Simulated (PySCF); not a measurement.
## From computed data to an observable: refractive index and permittivity of the vapour

CH3Si, SMILES [CH]=[SiH2], multiplicity 2.

The structure is a stationary point at ωB97X-D3(BJ)/def2-TZVP. The isomer is the one that the SMILES or the coordinates give; other isomers of the formula were not compared.

PBE/def2-TZVPD run with PySCF gives a mean static polarisability of 46.5 bohr³ and a dipole moment of 0.67 D. Take an ideal gas at 298.15 K and 1 bar, whether or not the substance is that volatile.

### Question
Work out n − 1 in the optical limit and the static ε − 1.

### Answer

Polarisability volume α' = 46.5 × 0.148185 = 6.89 Å³. Number density N = p/kT = 2.43e-5 Å⁻³.
Dilute limit of Lorentz–Lorenz: n − 1 = 2π N α' = 0.0011.
Orientation term of Debye: μ²/(3kT) = 8.098 Å³ × μ²(D²) = 3.64 Å³.
ε − 1 = 4π N (α' + μ²/3kT) = 0.0032. Orientation of the dipole supplies 35 % of the static response; it can't follow optical fields. Vibrational polarisation and dispersion are left out.
